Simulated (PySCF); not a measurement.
Polarisability and C₆ of F²⁺ (fluorine, charge +2)

[He] 2s2 2p3, high-spin 4S determinant. Calculation: PySCF 2.14, in aug-cc-pwCVTZ (7s6p4d2f, 59 functions); no relativity, point nucleus. Coupled (time-dependent) response in atomic units; α is the mean over directions.

```
   method  mean α (bohr³)  C₆ (like pair)  S(−4)
      UHF           1.273           1.565  1.553
      PBE           1.254           1.603  1.265
     PBE0           1.247           1.578  1.292
  r2SCAN0           1.258           1.605  1.320
CAM-B3LYP           1.228           1.562  1.182
```

S(−4) is the Cauchy moment in α(ω) = α(0) + S(−4) ω² + …

α(iu) at PBE0:

```csv
u (hartree),α(iu) (bohr³)
0,1.247
0.0500,1.244
0.100,1.234
0.200,1.199
0.300,1.147
0.500,1.023
0.750,0.8739
1.00,0.7498
1.50,0.5655
2.00,0.4379
3.00,0.2798
5.00,0.1386
```

A single London oscillator, α(iu) = α/(1 + u²/ω²), gives C₆ = (3/4) ω α². Matching the computed C₆ needs ω = 4 × 1.578 / (3 × 1.247²) = 1.35 hartree.

For an ion, C₆ is the dispersion term alone; charge-induced terms of lower order in 1/R come first.
